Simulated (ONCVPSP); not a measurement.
# lutetium (Lu): from the effect back to the setting (ONCV)

Base potential:

| Quantity | Value |
| --- | --- |
| Element | lutetium (Lu) |
| Generator | ONCVPSP 4.0.1 |
| Type | optimised norm-conserving Vanderbilt (ONCV) |
| Functional | LDA (Perdew-Zunger) |
| Relativity | scalar-relativistic |
| Frozen core | [Kr] 4d10 4f14 |
| Valence charge | 11 |
| Reference configuration | 5s2 5p6 5d1 6s1.5 6p0.5 |
| Partial waves | 5s+6s: rc 2.25 bohr, ncon 4, nbas 7, qcut 4.4 1/bohr, 2 projectors; 5p+6p: rc 2.70 bohr, ncon 4, nbas 7, qcut 5.4 1/bohr, 2 projectors; 5d: rc 2.35 bohr, ncon 3, nbas 7, qcut 4.2 1/bohr, 2 projectors, debl 2.4 Ha |
| Local potential | polynomial inside 1.50 bohr (lpopt 5, dvloc0 0 Ha) |
| Core correction | Teter function, fcfact 1.5, rcfact 1.4 |

Cutoffs, loose and tight: the cutoffs (Ha) at which the residual kinetic energy of the hardest occupied pseudo-wave falls to 1 and 0.1 mHa per electron. They do not see the model core or the augmentation charge, which bear on the density cutoff. Test errors are all-electron minus pseudo excitation energies from the reference, over the configurations 5s2 5p6 5d1 6s2 6p0; 5s2 5p6 5d1 6s1 6p0; 5s2 5p6 5d1 6s0 6p0; 5s2 5p6 5d2 6s1 6p0; variants that change the core or the reference have their own tests.

Only the scale of all radii but the core radius (base = 1) is moved (1 further runs of the sweep failed or gave no value and are left out):

```json
{"scale of all radii but the core radius (base = 1)": "0.78", "cutoff, loose": "33 Ha", "cutoff, tight": "51 Ha", "bound ghosts": "none", "largest test error (meV)": "+9.4"}
{"scale of all radii but the core radius (base = 1)": "0.9", "cutoff, loose": "9.7 Ha", "cutoff, tight": "38 Ha", "bound ghosts": "none", "largest test error (meV)": "+8.0"}
{"scale of all radii but the core radius (base = 1)": "1.02", "cutoff, loose": "9.2 Ha", "cutoff, tight": "21 Ha", "bound ghosts": "none", "largest test error (meV)": "+6.3"}
{"scale of all radii but the core radius (base = 1)": "1.09", "cutoff, loose": "8.8 Ha", "cutoff, tight": "12 Ha", "bound ghosts": "none", "largest test error (meV)": "+4.8"}
{"scale of all radii but the core radius (base = 1)": "1.14", "cutoff, loose": "8.5 Ha", "cutoff, tight": "10 Ha", "bound ghosts": "none", "largest test error (meV)": "+3.1"}
{"scale of all radii but the core radius (base = 1)": "1.22", "cutoff, loose": "8.1 Ha", "cutoff, tight": "9.6 Ha", "bound ghosts": "none", "largest test error (meV)": "+1.3"}
{"scale of all radii but the core radius (base = 1)": "1.27", "cutoff, loose": "7.9 Ha", "cutoff, tight": "9.4 Ha", "bound ghosts": "none", "largest test error (meV)": "-5.1"}
{"scale of all radii but the core radius (base = 1)": "1.33", "cutoff, loose": "7.5 Ha", "cutoff, tight": "8.9 Ha", "bound ghosts": "none", "largest test error (meV)": "+9.6"}
```

Question: One more run gave cutoff, loose: 9.5 Ha; cutoff, tight: 32 Ha; bound ghosts: none; largest test error (meV): +7.1. Which value of the scale of all radii but the core radius (base = 1) was used?

Answer: 0.96. The loose cutoff moves one way along this sweep, from 33 Ha at 0.78 to 7.5 Ha at 1.33, which places the run between 0.9 and 1.02.
